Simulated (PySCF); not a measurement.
PySCF job for CH2NO, SMILES [C](=O)N, multiplicity 2, PBE0-D3(BJ)/def2-TZVP. Geometry: PBE0-D3(BJ)/def2-TZVP. The isomer is the one that the SMILES or the coordinates give; other isomers of the formula were not compared. One conformer was computed; it need not be the lowest.

```python
import numpy as np
from pyscf import gto, scf, dft
from pyscf.hessian import thermo

mol = gto.M(
    atom='''
    N    -0.09278882    1.07693027    0.00000000
    C     0.40317430   -0.15948186   -0.00000000
    O    -0.15042628   -1.21070202    0.00000000
    H    -1.09208690    1.23870917   -0.00000000
    H     0.52597311    1.86528618   -0.00000000
    ''',
    basis='def2-TZVP',
    charge=0,
    spin=1,
    max_memory=1600,
    verbose=3,
)
mf = dft.UKS(mol, xc='pbe0').density_fit(auxbasis='def2-universal-jkfit')
mf.disp = 'd3bj'
mf.grids.level = 3
mf.conv_tol = 1e-11
mf.max_cycle = 100
mf.kernel()
fine, coarse = mf.grids, dft.Grids(mol).set(level=1).build(with_non0tab=True)
for _ in range(3):  # follow internal instabilities
    mf.grids = coarse
    mo, _, stable, _ = mf.stability(return_status=True, nroots=4)
    mf.grids = fine
    if stable:
        break
    mf.kernel(mf.make_rdm1(mo, mf.mo_occ))

# [left out here: the lines that compute and print the analytic Hessian (its translational invariance restored by hand, since the grid's response is missing), thermochemistry and intensities]
```

Output:

```

WARN: HOMO -0.178868708592489 >= LUMO -0.178868708592489

converged SCF energy = -169.124528633999  <S^2> = 0.75384093  2S+1 = 2.0038373
<class 'pyscf.df.df_jk.DFUKS'> wavefunction is stable in the internal stability analysis

WARN: DFTD3 does not support analytical Hessian, using finite difference


WARN: Mole.unit (angstrom) is changed to Bohr

Mode                                 0                   1                   2
Irrep
Freq [cm^-1]                      299.3623            533.7388            638.6387
Reduced mass [au]                   1.2575              2.9635              1.4676
Force const [Dyne/A]                0.0664              0.4974              0.3527
Char temp [K]                     430.7157            767.9313            918.8589
Normal mode                   x     y     z       x     y     z       x     y     z
       0   N                -0.00 -0.00  0.12    0.02  0.09  0.00   -0.00 -0.00  0.04
       1   C                 0.00  0.00 -0.03   -0.16  0.01  0.00   -0.00  0.00 -0.14
       2   O                -0.00  0.00 -0.01    0.08 -0.11 -0.00    0.00 -0.00  0.07
       3   H                -0.00 -0.00 -0.58    0.07  0.44 -0.00    0.00  0.00 -0.53
       4   H                -0.00 -0.00 -0.67    0.27 -0.10 -0.00    0.00 -0.00  0.62
Mode                                 3                   4                   5
Irrep
Freq [cm^-1]                     1104.8794           1253.9756           1609.0223
Reduced mass [au]                   1.7104              4.0384              1.1630
Force const [Dyne/A]                1.2302              3.7414              1.7740
Char temp [K]                    1589.6754           1804.1917           2315.0249
Normal mode                   x     y     z       x     y     z       x     y     z
       0   N                -0.06 -0.13 -0.00   -0.10  0.11  0.00    0.04 -0.09 -0.00
       1   C                 0.02  0.03  0.00    0.17 -0.11 -0.00   -0.02  0.01  0.00
       2   O                 0.02  0.09 -0.00   -0.04 -0.04  0.00    0.00  0.01 -0.00
       3   H                 0.03  0.42  0.00   -0.04  0.43 -0.00    0.14  0.60  0.00
       4   H                 0.38 -0.48  0.00    0.03  0.02 -0.00   -0.56  0.39  0.00
Mode                                 6                   7                   8
Irrep
Freq [cm^-1]                     1902.7943           3523.0881           3736.2365
Reduced mass [au]                  12.2967              1.0524              1.0938
Force const [Dyne/A]               26.2314              7.6966              8.9959
Char temp [K]                    2737.6973           5068.9394           5375.6124
Normal mode                   x     y     z       x     y     z       x     y     z
       0   N                -0.00  0.03  0.00   -0.05  0.03 -0.00   -0.06 -0.05 -0.00
       1   C                -0.09 -0.21 -0.00   -0.00  0.00  0.00   -0.00 -0.00  0.00
       2   O                 0.07  0.13  0.00    0.00 -0.00 -0.00    0.00  0.00 -0.00
       3   H                -0.02 -0.04 -0.00    0.91 -0.14  0.00    0.29 -0.05  0.00
       4   H                -0.04  0.06  0.00   -0.21 -0.25  0.00    0.56  0.71 -0.00
temperature 298.1500 [K]
pressure 101325.00 [Pa]
Rotational constants [GHz] 129.42638 11.26938 10.36673
Symmetry number 1
Zero-point energy (ZPE) 0.03327 [Eh]   87337.776 [J/mol]
                           tot       elec      trans        rot        vib
Entropy [J/mol/K]       258.289      5.763    155.950     86.154     10.422
Cv [J/mol/K]             43.008      0.000     12.472     12.472     18.064
Cp [J/mol/K]             51.322      0.000     20.786     12.472     18.064
Internal energy [J/mol]                      3718.434   3718.434  89446.389
Internal energy [Eh]   -169.08763  -169.12453
Enthalpy [J/mol]                             6197.391   3718.434  89446.389
Enthalpy [Eh]          -169.08668
Gibbs free energy [J/mol]                  -40299.225 -21968.327  86339.210
Gibbs free energy [Eh] -169.11601
mode   freq/cm-1   IR/(km/mol)
   1      299.36       216.382
   2      533.74         5.627
   3      638.64         0.893
   4     1104.88         1.192
   5     1253.98        45.121
   6     1609.02        59.425
   7     1902.79       342.693
   8     3523.09         6.094
   9     3736.24        77.398
max |gradient| / (hartree/bohr): 5.255660816651006e-05
APT charges: [-0.4903  0.6432 -0.5759  0.1806  0.2423]
```

The run converged.
